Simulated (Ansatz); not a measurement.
Cartesian coordinates in Å:
```
C 2.641 0.124 1.042
C 1.132 0.293 0.928
C 0.804 1.780 1.026
C 0.454 -0.448 2.082
N 0.699 -0.232 -0.387
Ge 1.479 -1.744 -1.114
C -0.665 -0.047 -0.739
C -1.647 -0.979 -0.405
C -2.966 -0.793 -0.787
C -3.331 0.336 -1.505
C -2.362 1.268 -1.848
C -1.043 1.074 -1.475
H 3.152 0.615 0.211
H 2.934 -0.930 1.057
H 2.993 0.567 1.976
H 1.156 2.174 1.982
H -0.270 1.959 0.965
H 1.292 2.336 0.222
H -0.630 -0.320 2.046
H 0.677 -1.517 2.043
H 0.804 -0.064 3.044
H 0.644 -2.065 -2.360
H 2.937 -1.452 -1.503
H 1.468 -2.957 -0.151
H -1.365 -1.863 0.158
H -3.713 -1.533 -0.522
H -4.362 0.484 -1.804
H -2.635 2.147 -2.422
H -0.278 1.787 -1.759
```

Charge 0, multiplicity 1.

Q: List the B3LYP/def2-TZVPP orbital energies in eV (the Gaussian-basis code of Ansatz). (An estimate is asked.)

A: Computed: Occupied: -10850.14, -1354.49, -1205.40, -1205.39, -1205.39, -389.13, -277.95, -277.68, -276.89, -276.87, -276.83, -276.80, -276.74, -276.56, -276.38, -276.36, -169.06, -119.32, -119.30, -119.29, -32.93, -32.88, -32.86, -32.80, -32.80, -24.93, -23.16, -21.51, -20.41, -19.61, -18.89, -18.77, -16.61, -16.38, -15.64, -14.73, -13.65, -13.15, -12.66, -12.37, -12.16, -12.02, -11.54, -11.24, -10.70, -10.60, -10.31, -10.07, -9.88, -9.69, -9.65, -9.28, -9.19, -9.11, -8.79, -7.04, -6.83, -6.06. Lowest empty: -0.43, -0.39, 0.53, 0.80, 1.25, 1.46, 1.70, 1.79.

B3LYP here is the variant with VWN-RPA as its local correlation; programs differ in this.
